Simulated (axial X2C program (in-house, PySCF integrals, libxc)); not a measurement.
SrP⁻: cheaper levels and CCSD(T), two-component

All values were computed with an in-house all-electron X2C program for linear molecules (integrals from PySCF). Two-component (2c) means X2C with spin–orbit coupling and atomic mean-field two-electron Coulomb and Gaunt terms. Basis: Sr dyall-acv3z [14s13p9d6f1g], P dyall-av3z [9s8p3d2f] (cores contracted in-house); Gaussian nuclei, density fitting, unrestricted open shells. Masses: Sr 87.906 u, P 30.974 u.

State: Ω = 2 (⟨Sz⟩ = 1.00, ⟨Lz⟩ = 1.00 at HF); fragments Sr + P- for PBE0, MP2, TPSS, CCSD(T); Sr- + P for HF.

```
level  Re (Å)  ωe (cm⁻¹)  De (eV)
 PBE0   2.755      253.1     1.71
   HF   3.024      176.2      n/a
  MP2   2.951      194.3     1.35
 TPSS   2.755      259.8     1.82
```

Correlated methods: 8 electrons correlated (number of frozen shells: Sr 4 s, 3 p, 1 d; P 2 s, 1 p), 296 virtual spin orbitals or spinors in MP2, 90 natural virtuals in coupled cluster.

CCSD(T), same Hamiltonian and basis:

Re = 2.931 Å, ωe = 202.2 cm⁻¹, De = 1.48 eV; T1 = 0.054 (Lee–Taylor normalisation).

Q: Give the differences from CCSD(T) in the columns below.

A: 

```json
{"level": "PBE0", "ΔRe (Å)": "-0.176", "Δωe (cm⁻¹)": "50.9", "ΔDe (eV)": "0.23"}
{"level": "HF", "ΔRe (Å)": "0.093", "Δωe (cm⁻¹)": "-26.0", "ΔDe (eV)": "n/a"}
{"level": "MP2", "ΔRe (Å)": "0.020", "Δωe (cm⁻¹)": "-7.9", "ΔDe (eV)": "-0.13"}
{"level": "TPSS", "ΔRe (Å)": "-0.176", "Δωe (cm⁻¹)": "57.6", "ΔDe (eV)": "0.34"}
```

Occupations by symmetry block were frozen at the best pattern of an incomplete PBE0 search. De is counted from the lowest determinant-based energies of the atoms at the same level, without counterpoise correction. De is not given where an atomic determinant may have missed its ground term or J level, or where the truncated virtual space spoils (T). Density functionals use the spin component along the axis (collinear). Coupled cluster ran in a truncated set of natural virtual spinors; the MP2 energy of the rest was added. (T) has no such correction and the atoms are truncated less, which lowers De at CCSD(T) by a hundredth of an eV or more. In 2c an atomic determinant is not the ground J level, so De misses part of the atomic spin–orbit lowering. This holds for PBE0, TPSS. Other states lie close and PBE0, whose exact exchange favours high spin, may order them wrongly; the determinant shown need not be the ground state. The nearest other spin-free determinant of the search, M_S = 0, Λ = 1, lies 0.08 eV up at the distance of the search. The functionals have no current-density term, which raises determinants with orbital currents, atoms included. With several unpaired electrons one determinant need not be a pure state. A state of lower Ω lies just above, and one determinant can place such states too high, so the state shown need not be the lowest. The search has Ω = 1 only 0.08 eV up. The outer-core s and p shells of the metal are frozen in the correlated rows, which leaves out core–valence correlation; for alkali and alkaline-earth bonds that tends to lengthen them. Open-shell Ω = 0 determinants with evenly filled partner blocks cannot be reached by this program, so the Ω shown need not be the lowest component. At some level and bond length an empty orbital lies below a filled one. The highest occupied level of some functionals is positive through self-interaction error; at Hartree–Fock it is bound. The determinant is spin-polarised beyond a pure state at some levels (its spin-free form has ⟨S²⟩ too high), which makes Re and μ there less reliable. The T1 diagnostic is large, a sign of multireference character. With the outer-core shells frozen, correlated bond lengths of heavy atoms tend to come out a few hundredths of an ångström too long. The levels of this run spread widely (ωe from 194 to 260 cm⁻¹), so these constants depend on the method.
